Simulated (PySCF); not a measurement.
Two-component Hartree-Fock for B⁺ (boron, charge +1)

Start: [He] 2s1 3s1; 2s1/2 filled at m_j = +1/2; 3s1/2 filled at m_j = +1/2. Calculated with PySCF 2.14 in x2c-SVPall-2c with one added diffuse shell of s type (4s2p1d, 15 functions): generalised Hartree-Fock with the X2C-1e Hamiltonian and a Gaussian nucleus; one run each with spin-orbit coupling (SO) switched off, then screened by Boettger's factors. This is a chosen level, not necessarily the ground level.

```csv
spinor shell,electrons,"ε, spin-free (eV)","ε, screened SO (eV)",weight of nominal j (screened SO),"rms radius, screened SO (bohr)"
1s1/2,2,-233.11,-233.11,1.000,0.378
2s1/2,1,-31.233,-31.233,1.000,1.81
3s1/2,1,-8.706,-8.706,1.000,5.22
```

```json
{"quantity": "E (hartree)", "spin-free": "-23.67385", "screened SO": "-23.67385"}
{"quantity": "M_J", "spin-free": "1", "screened SO": "1"}
{"quantity": "⟨J²⟩", "spin-free": "2.000", "screened SO": "2.000"}
{"quantity": "⟨L²⟩", "spin-free": "0.000", "screened SO": "0.000"}
{"quantity": "⟨S²⟩", "spin-free": "2.000", "screened SO": "2.000"}
```

Each row is a mean over spinors that exchange with the open shell spreads, by up to 1.845 eV (1s1/2).

Without spin-orbit coupling the j labels of p, d and f shells carry no meaning; the spin-free column gives the mean over the occupied spinors of each nl shell.
